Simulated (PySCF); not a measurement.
Breaking a bond: Be₂, singlet.

Levels: UKS-M06-2X = PySCF 2.14.0 with unrestricted M06-2X/cc-pVTZ; RKS-M06-2X = restricted M06-2X/cc-pVTZ run with PySCF; UKS-CAM-B3LYP = unrestricted CAM-B3LYP/cc-pVTZ run with PySCF; RKS-CAM-B3LYP = restricted CAM-B3LYP/cc-pVTZ run with PySCF; UKS-B3LYP = unrestricted B3LYP/cc-pVTZ in PySCF; RKS-B3LYP = PySCF with restricted B3LYP/cc-pVTZ.

Scanned distances (Å): 1.89, 2.02, 2.13, 2.28, 2.39, 2.43, 2.52, 2.62, 2.66, 2.76, 2.89, 3.09, 3.41, 3.74, 4.13, 4.53, 5.06, 5.51, 6.19, 6.80, 7.46.

Q: Where does the unrestricted solution first break spin symmetry (<S²> of 0.01 or more)?

A: UKS-M06-2X: already at 1.89 Å; UKS-CAM-B3LYP: already at 1.89 Å; UKS-B3LYP: already at 1.89 Å.

```json
[
 {"R / Å": "1.89", "<S²> UKS-M06-2X": "0.73", "E(RKS-M06-2X) − E(UKS-M06-2X) / kJ/mol": "19.9", "<S²> UKS-CAM-B3LYP": "0.78", "E(RKS-CAM-B3LYP) − E(UKS-CAM-B3LYP) / kJ/mol": "40.3", "<S²> UKS-B3LYP": "0.68", "E(RKS-B3LYP) − E(UKS-B3LYP) / kJ/mol": "20.3"},
 {"R / Å": "2.02", "<S²> UKS-M06-2X": "0.65", "E(RKS-M06-2X) − E(UKS-M06-2X) / kJ/mol": "12.5", "<S²> UKS-CAM-B3LYP": "0.73", "E(RKS-CAM-B3LYP) − E(UKS-CAM-B3LYP) / kJ/mol": "32.0", "<S²> UKS-B3LYP": "0.61", "E(RKS-B3LYP) − E(UKS-B3LYP) / kJ/mol": "14.5"},
 {"R / Å": "2.13", "<S²> UKS-M06-2X": "0.49", "E(RKS-M06-2X) − E(UKS-M06-2X) / kJ/mol": "7.4", "<S²> UKS-CAM-B3LYP": "0.68", "E(RKS-CAM-B3LYP) − E(UKS-CAM-B3LYP) / kJ/mol": "25.2", "<S²> UKS-B3LYP": "0.53", "E(RKS-B3LYP) − E(UKS-B3LYP) / kJ/mol": "10.1"},
 {"R / Å": "2.28", "<S²> UKS-M06-2X": "0.30", "E(RKS-M06-2X) − E(UKS-M06-2X) / kJ/mol": "2.5", "<S²> UKS-CAM-B3LYP": "0.59", "E(RKS-CAM-B3LYP) − E(UKS-CAM-B3LYP) / kJ/mol": "16.4", "<S²> UKS-B3LYP": "0.40", "E(RKS-B3LYP) − E(UKS-B3LYP) / kJ/mol": "5.2"},
 {"R / Å": "2.39", "<S²> UKS-M06-2X": "0.15", "E(RKS-M06-2X) − E(UKS-M06-2X) / kJ/mol": "0.6", "<S²> UKS-CAM-B3LYP": "0.51", "E(RKS-CAM-B3LYP) − E(UKS-CAM-B3LYP) / kJ/mol": "10.8", "<S²> UKS-B3LYP": "0.29", "E(RKS-B3LYP) − E(UKS-B3LYP) / kJ/mol": "2.5"},
 {"R / Å": "2.43", "<S²> UKS-M06-2X": "0.09", "E(RKS-M06-2X) − E(UKS-M06-2X) / kJ/mol": "0.2", "<S²> UKS-CAM-B3LYP": "0.47", "E(RKS-CAM-B3LYP) − E(UKS-CAM-B3LYP) / kJ/mol": "8.9", "<S²> UKS-B3LYP": "0.25", "E(RKS-B3LYP) − E(UKS-B3LYP) / kJ/mol": "1.8"},
 {"R / Å": "2.52", "<S²> UKS-M06-2X": "0.00", "E(RKS-M06-2X) − E(UKS-M06-2X) / kJ/mol": "0.0", "<S²> UKS-CAM-B3LYP": "0.38", "E(RKS-CAM-B3LYP) − E(UKS-CAM-B3LYP) / kJ/mol": "5.4", "<S²> UKS-B3LYP": "0.15", "E(RKS-B3LYP) − E(UKS-B3LYP) / kJ/mol": "0.6"},
 {"R / Å": "2.62", "<S²> UKS-M06-2X": "0.00", "E(RKS-M06-2X) − E(UKS-M06-2X) / kJ/mol": "0.0", "<S²> UKS-CAM-B3LYP": "0.27", "E(RKS-CAM-B3LYP) − E(UKS-CAM-B3LYP) / kJ/mol": "2.4", "<S²> UKS-B3LYP": "0.03", "E(RKS-B3LYP) − E(UKS-B3LYP) / kJ/mol": "0.0"},
 {"R / Å": "2.66", "<S²> UKS-M06-2X": "0.00", "E(RKS-M06-2X) − E(UKS-M06-2X) / kJ/mol": "0.0", "<S²> UKS-CAM-B3LYP": "0.22", "E(RKS-CAM-B3LYP) − E(UKS-CAM-B3LYP) / kJ/mol": "1.6", "<S²> UKS-B3LYP": "0.00", "E(RKS-B3LYP) − E(UKS-B3LYP) / kJ/mol": "0.0"},
 {"R / Å": "2.76", "<S²> UKS-M06-2X": "0.00", "E(RKS-M06-2X) − E(UKS-M06-2X) / kJ/mol": "0.0", "<S²> UKS-CAM-B3LYP": "0.10", "E(RKS-CAM-B3LYP) − E(UKS-CAM-B3LYP) / kJ/mol": "0.3", "<S²> UKS-B3LYP": "0.00", "E(RKS-B3LYP) − E(UKS-B3LYP) / kJ/mol": "0.0"},
 {"R / Å": "2.89", "<S²> UKS-M06-2X": "0.00", "E(RKS-M06-2X) − E(UKS-M06-2X) / kJ/mol": "0.0", "<S²> UKS-CAM-B3LYP": "0.00", "E(RKS-CAM-B3LYP) − E(UKS-CAM-B3LYP) / kJ/mol": "0.0", "<S²> UKS-B3LYP": "0.00", "E(RKS-B3LYP) − E(UKS-B3LYP) / kJ/mol": "0.0"},
 {"R / Å": "3.09", "<S²> UKS-M06-2X": "0.00", "E(RKS-M06-2X) − E(UKS-M06-2X) / kJ/mol": "0.0", "<S²> UKS-CAM-B3LYP": "0.00", "E(RKS-CAM-B3LYP) − E(UKS-CAM-B3LYP) / kJ/mol": "0.0", "<S²> UKS-B3LYP": "0.00", "E(RKS-B3LYP) − E(UKS-B3LYP) / kJ/mol": "0.0"},
 {"R / Å": "3.41", "<S²> UKS-M06-2X": "0.00", "E(RKS-M06-2X) − E(UKS-M06-2X) / kJ/mol": "0.0", "<S²> UKS-CAM-B3LYP": "0.00", "E(RKS-CAM-B3LYP) − E(UKS-CAM-B3LYP) / kJ/mol": "0.0", "<S²> UKS-B3LYP": "0.00", "E(RKS-B3LYP) − E(UKS-B3LYP) / kJ/mol": "0.0"},
 {"R / Å": "3.74", "<S²> UKS-M06-2X": "0.00", "E(RKS-M06-2X) − E(UKS-M06-2X) / kJ/mol": "0.0", "<S²> UKS-CAM-B3LYP": "0.00", "E(RKS-CAM-B3LYP) − E(UKS-CAM-B3LYP) / kJ/mol": "0.0", "<S²> UKS-B3LYP": "0.00", "E(RKS-B3LYP) − E(UKS-B3LYP) / kJ/mol": "0.0"},
 {"R / Å": "4.13", "<S²> UKS-M06-2X": "0.00", "E(RKS-M06-2X) − E(UKS-M06-2X) / kJ/mol": "0.0", "<S²> UKS-CAM-B3LYP": "0.00", "E(RKS-CAM-B3LYP) − E(UKS-CAM-B3LYP) / kJ/mol": "0.0", "<S²> UKS-B3LYP": "0.00", "E(RKS-B3LYP) − E(UKS-B3LYP) / kJ/mol": "0.0"},
 {"R / Å": "4.53", "<S²> UKS-M06-2X": "0.00", "E(RKS-M06-2X) − E(UKS-M06-2X) / kJ/mol": "0.0", "<S²> UKS-CAM-B3LYP": "0.00", "E(RKS-CAM-B3LYP) − E(UKS-CAM-B3LYP) / kJ/mol": "0.0", "<S²> UKS-B3LYP": "0.00", "E(RKS-B3LYP) − E(UKS-B3LYP) / kJ/mol": "0.0"},
 {"R / Å": "5.06", "<S²> UKS-M06-2X": "0.00", "E(RKS-M06-2X) − E(UKS-M06-2X) / kJ/mol": "0.0", "<S²> UKS-CAM-B3LYP": "0.00", "E(RKS-CAM-B3LYP) − E(UKS-CAM-B3LYP) / kJ/mol": "0.0", "<S²> UKS-B3LYP": "0.00", "E(RKS-B3LYP) − E(UKS-B3LYP) / kJ/mol": "0.0"},
 {"R / Å": "5.51", "<S²> UKS-M06-2X": "0.00", "E(RKS-M06-2X) − E(UKS-M06-2X) / kJ/mol": "0.0", "<S²> UKS-CAM-B3LYP": "0.00", "E(RKS-CAM-B3LYP) − E(UKS-CAM-B3LYP) / kJ/mol": "0.0", "<S²> UKS-B3LYP": "0.00", "E(RKS-B3LYP) − E(UKS-B3LYP) / kJ/mol": "0.0"},
 {"R / Å": "6.19", "<S²> UKS-M06-2X": "0.00", "E(RKS-M06-2X) − E(UKS-M06-2X) / kJ/mol": "0.0", "<S²> UKS-CAM-B3LYP": "0.00", "E(RKS-CAM-B3LYP) − E(UKS-CAM-B3LYP) / kJ/mol": "0.0", "<S²> UKS-B3LYP": "0.00", "E(RKS-B3LYP) − E(UKS-B3LYP) / kJ/mol": "0.0"},
 {"R / Å": "6.80", "<S²> UKS-M06-2X": "0.00", "E(RKS-M06-2X) − E(UKS-M06-2X) / kJ/mol": "0.0", "<S²> UKS-CAM-B3LYP": "0.00", "E(RKS-CAM-B3LYP) − E(UKS-CAM-B3LYP) / kJ/mol": "0.0", "<S²> UKS-B3LYP": "0.00", "E(RKS-B3LYP) − E(UKS-B3LYP) / kJ/mol": "0.0"},
 {"R / Å": "7.46", "<S²> UKS-M06-2X": "0.00", "E(RKS-M06-2X) − E(UKS-M06-2X) / kJ/mol": "0.0", "<S²> UKS-CAM-B3LYP": "0.00", "E(RKS-CAM-B3LYP) − E(UKS-CAM-B3LYP) / kJ/mol": "0.0", "<S²> UKS-B3LYP": "0.00", "E(RKS-B3LYP) − E(UKS-B3LYP) / kJ/mol": "0.0"}
]
```
